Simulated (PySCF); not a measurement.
Species: H9PSi3.
SMILES: `[SiH3][SiH]([SiH3])P`

Level of theory: TDDFT PBE0/def2-SVPD, vertical, gas phase, core orbitals frozen in the response in PySCF. One conformer (not necessarily the lowest) at the GFN2-xTB geometry, without solvent, vibrations or thermal averaging. Torsions of this conformer, `[SiH3:1][SiH:2]([SiH3:3])[PH2:4]`: H–P4–Si2–Si1 -34°, H–P4–Si2–Si1 59°.

```tsv
state	E (eV)	E (kJ/mol)	λ (nm)	f	|μ| (D)	main configurations (H = HOMO, L = LUMO)
S1	5.60	540	221.6	0.016	0.86	H→L (97%)
S2	5.95	574	208.3	0.100	2.11	H→L+1 (80%), H→L+2 (13%)
S3	6.28	606	197.5	0.062	1.61	H→L+2 (79%), H→L+1 (9%)
S4	6.29	607	197.2	0.012	0.71	H→L+4 (57%), H→L+3 (28%)
S5	6.46	623	191.9	0.0021	0.29	H→L+3 (55%), H→L+4 (35%)
S6	6.68	645	185.6	0.172	2.61	H-1→L (73%)
S7	6.80	656	182.2	0.078	1.73	H-1→L+1 (87%)
S8	7.08	683	175.1	0.212	2.81	H→L+5 (79%)
```

Triplets, Tamm–Dancoff:

| state | E (eV) | λ (nm) | main configurations (H = HOMO, L = LUMO) |
| --- | --- | --- | --- |
| T1 | 5.01 | 247.3 | H→L+1 (52%), H→L (34%) |
| T2 | 5.19 | 238.8 | H→L (53%), H→L+1 (26%) |
| T3 | 5.65 | 219.6 | H→L+4 (41%), H-1→L (31%), H→L+3 (9%) |

The lowest singlet lies at 5.60 eV (222 nm, ultraviolet) and is weak; its leading configuration is HOMO→LUMO (97%). The strongest level in the table is S8 at 7.08 eV (175 nm, f = 0.212). It is the last of those listed, so stronger ones may follow. Löwdin shares by element: HOMO phosphorus 55%, silicon 27% or more, hydrogen 6% or more; LUMO silicon 68%, hydrogen 9% or more (atoms not listed hold the other 24%). Of the 8 states listed, 7 reach f = 0.01 and none stays under 0.0005. Orbital energies (eV): HOMO-3 -9.33, HOMO-2 -9.09, HOMO-1 -8.31, HOMO -7.32, LUMO -0.67, LUMO+1 -0.33, LUMO+2 -0.02. The oscillator strengths of these states sum to 0.654; summed over the whole spectrum of an exact calculation they would give the number of electrons, 66 (Thomas–Reiche–Kuhn). The window holds the lowest 8 singlets.
